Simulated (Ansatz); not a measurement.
Cartesian coordinates in Å:
```
O -2.100 -2.306 -0.739
Zr -0.380 -1.724 -0.111
O 0.922 -3.044 0.393
C 0.553 -0.462 -1.687
C 1.888 -0.566 -2.095
C 2.433 0.307 -3.027
C 1.649 1.311 -3.576
C 0.322 1.440 -3.191
C -0.213 0.561 -2.260
C -0.741 -0.392 1.632
C 0.367 0.134 2.308
C 0.225 1.035 3.353
C -1.043 1.431 3.753
C -2.161 0.926 3.105
C -2.008 0.027 2.059
H -2.797 -2.852 -1.091
H 1.308 -3.875 0.653
H 2.522 -1.344 -1.679
H 3.471 0.205 -3.327
H 2.072 1.995 -4.304
H -0.294 2.225 -3.618
H -1.258 0.685 -1.979
H 1.374 -0.159 2.017
H 1.101 1.429 3.858
H -1.160 2.134 4.571
H -3.154 1.235 3.416
H -2.898 -0.355 1.566
```

The species carries charge 0 and has multiplicity 1. Zr: def2 effective core potential.

Problem. List the ωB97M-V/def2-TZVPP orbital energies in eV (Ansatz 0.2.0). (An estimate is asked.)

Solution. Computed: Occupied: -526.00, -526.00, -281.39, -281.39, -281.36, -281.36, -281.33, -281.33, -281.30, -281.30, -281.29, -281.29, -280.58, -280.58, -61.39, -38.25, -37.77, -37.46, -29.80, -29.45, -26.40, -26.39, -23.39, -23.39, -23.14, -23.10, -19.25, -19.24, -18.96, -18.94, -16.96, -16.79, -16.74, -16.19, -14.83, -14.81, -14.79, -14.79, -13.99, -13.98, -13.13, -13.04, -12.94, -12.82, -12.34, -12.28, -12.13, -12.04, -11.62, -11.62, -9.65, -9.44, -9.33, -9.17, -9.15, -8.92. Lowest empty: 0.54, 0.73, 1.26, 1.47, 1.64, 1.83, 1.99, 2.01.
